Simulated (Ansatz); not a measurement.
Molecule: GaCl (charge 0, singlet). 
Geometry from a B3LYP-D3(BJ)/def2-TZVP (Ansatz, a program for electronic structure) optimisation:
```
Ga
Cl 1 2.2389
```

Computed values are from Ansatz. Cores are frozen in the correlated levels unless marked. UHF or UKS for open shells. Spin-orbit coupling is left out. The frozen core is the preceding noble-gas configuration, with the filled d and f shells of earlier blocks. No relativistic terms. CBS marks a two-point X^-3 extrapolation of the correlation energy; Hartree-Fock from the larger set.

Question: What is the total energy at CCSD(T)/CBS(def2-TZVPPD,def2-QZVPPD)?

Answer: -2383.2017 Eh.

Question: What is the T1 diagnostic at CCSD/def2-QZVPPD?

Answer: 0.011.

Question: What is the dipole moment at CCSD(T)/def2-SVPD?

Answer: 2.52 D.

Question: What is the atomisation energy De at CCSD(T)/CBS(def2-TZVPPD,def2-QZVPPD)?

Answer: 472.8 kJ/mol.

Question: What is the vertical ionisation energy (to the doublet) at CCSD(T)/CBS(def2-TZVPPD,def2-QZVPPD)?

Answer: 9.81 eV.
